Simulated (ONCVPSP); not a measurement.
## Configuration tests for Bi (Z = 83) (ONCV)

ONCVPSP 4.0.1 input, shortened (lines: element, Z, core and valence counts, functional; n l f; lmax; l rc ep ncon nbas qcut; lloc lpopt rc5 dvloc0; l nproj debl; icmod fcfact rcfact), LDA (Perdew-Wang 92), non-relativistic:

```
  Bi 83.00   12    3  -001012      upf
    1    0    2.00
    2    0    2.00
    2    1    6.00
    3    0    2.00
    3    1    6.00
    3    2   10.00
    4    0    2.00
    4    1    6.00
    4    2   10.00
    4    3   14.00
    5    0    2.00
    5    1    6.00
    5    2   10.00
    6    0    2.00
    6    1    2.50
    3
    0    2.05    0.00    5    8    3.40
    1    1.90    0.00    3    6    4.60
    2    2.00    0.00    3    7    9.00
    3    1.95    0.26    4    8    5.30
    4    5    1.20    3.00
    0    2    1.00
    1    1    2.60
    2    3    3.40
    3    3    1.80
    1    0.40    0.00
```

Energies are relative to the spin-unpolarised reference configuration 5d10 6s2 6p2.5; without spin polarisation the order of configurations can differ from experiment.

| valence configuration | charge | ΔE all-electron (eV) | error AE − PS (meV) |
| --- | --- | --- | --- |
| 5d10 6s2 6p3 | 0 | -3.262 | +0.9 |
| 5d10 6s2 6p2 | +1 | 4.966 | -0.7 |
| 5d10 6s2 6p1 | +2 | 20.438 | -2.0 |

Question: What are ΔE and the potential's error for 5d10 6s0 6p5?

Answer: ΔE = 10.454 eV all-electron; the error (AE − PS) is -0.3 meV.

Levels in the configuration 5d10 6s2 6p3:

| level | all-electron (eV) | pseudo (eV) |
| --- | --- | --- |
| 5d | -31.000 | -31.014 |
| 6s | -11.595 | -11.596 |
| 6p | -4.904 | -4.906 |

Note: ghosts flagged at negative energy: s at -105.6 eV, p at -74.5 eV; GHOST(+) flagged for s at 195.8 eV. A true bound ghost makes a file unfit for plane-wave use.
